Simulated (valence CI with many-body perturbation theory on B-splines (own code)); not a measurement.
The numbers below are computed, except where a source is named.
From CI to CI+MBPT in Re XLV

Method: relativistic CI+MBPT: three valence electrons over a frozen Dirac-Fock core [Ar] 3d10, a basis of 11 s, 11 p, 9 d, 7 f, 5 g, 2 h, 1 i functions for each j, with the one-electron correlation potential Σ1, the two-electron term Σ2, the three-electron term Σ3, Breit, model QED; selected CI, second order for the rest (own B-spline code, finite nucleus).

No measured spectrum was set against this ion. As an estimate, large intervals hold to a few tenths of a per cent, small ones and those within an open d or f shell to about a per cent.

Each rung adds one term. CI alone is the Dirac-Coulomb CI over the frozen core; QED comes last and gives the full result, which names the levels. Energies are above (4s^2 4p1/2) J=1/2 on the same rung, in eV.

Levels are named by their leading jj configuration (3d3/2^4 stands for four electrons in 3d with j = 3/2), which in mixed levels can hold well under half, so a name can repeat and another be missing. Letters in brackets count levels of one name in rising energy.

```tsv
Level	CI alone	Σ1	Σ2	Σ3	Breit	QED	Full
(4s 4p1/2^2) J=1/2	99.66	-0.117	+0.072	+0.007	+1.063	-1.345	99.34
(4s^2 4p3/2) J=3/2	106.20	+0.272	+0.118	+0.001	-1.204	+0.115	105.50
(4s 4p1/2 4p3/2) J=3/2 [a]	191.94	+0.148	+0.610	+0.017	-0.136	-1.221	191.36
(4s 4p1/2 4p3/2) J=5/2	200.85	+0.151	+0.356	+0.012	-0.233	-1.212	199.92
(4s 4p1/2 4p3/2) J=3/2 [b]	213.43	+0.151	-0.146	+0.005	-0.223	-1.188	212.03
(4s 4p1/2 4p3/2) J=1/2	216.34	+0.154	-0.619	+0.001	-0.122	-1.230	214.52
(4s^2 4d3/2) J=3/2	272.26	+0.038	-0.704	+0.003	-1.548	-0.199	269.85
(4s^2 4d5/2) J=5/2	289.27	+0.210	+0.024	+0.014	-1.931	-0.325	287.26
(4s 4p3/2^2) J=5/2	309.02	+0.344	-0.172	+0.001	-1.520	-0.876	306.79
(4p1/2^2 4p3/2) J=3/2	313.57	+0.030	-0.330	+0.013	+0.830	-2.510	311.60
(4s 4p3/2^2) J=1/2	322.07	+0.424	-0.115	-0.002	-1.305	-1.106	319.97
(4s 4p3/2^2) J=3/2	326.34	+0.421	-0.668	-0.001	-1.353	-1.096	323.64
(4s 4p1/2 4d3/2) J=3/2 [a]	349.74	-0.099	+0.443	+0.027	-0.524	-1.486	348.11
(4s 4p1/2 4d3/2) J=5/2	357.22	-0.090	+0.269	+0.023	-0.614	-1.484	355.32
(4s 4p1/2 4d3/2) J=1/2	371.37	-0.090	-0.602	+0.009	-0.531	-1.477	368.68
(4s 4p1/2 4d3/2) J=3/2 [b]	372.51	-0.079	-0.542	+0.007	-0.566	-1.492	369.83
(4s 4p1/2 4d5/2) J=5/2 [a]	380.98	+0.013	-0.017	+0.018	-1.016	-1.429	378.55
(4s 4p1/2 4d5/2) J=7/2	386.53	+0.018	-0.101	+0.021	-1.147	-1.407	383.91
(4s 4p1/2 4d5/2) J=5/2 [b]	391.95	+0.034	-0.186	+0.006	-1.008	-1.495	389.30
```

The middle columns are the shifts that each term adds.

How does the ionisation energy move along the ladder, and which term matters most?

CI alone 2304.4, + Σ1 2306.3, + Σ2 2306.3, + Σ3 2306.2, + Breit 2303.3, + QED 2303.3 eV. The largest step is Breit, -2.9 eV. NIST lists 2302 ± 4 eV (theoretical).
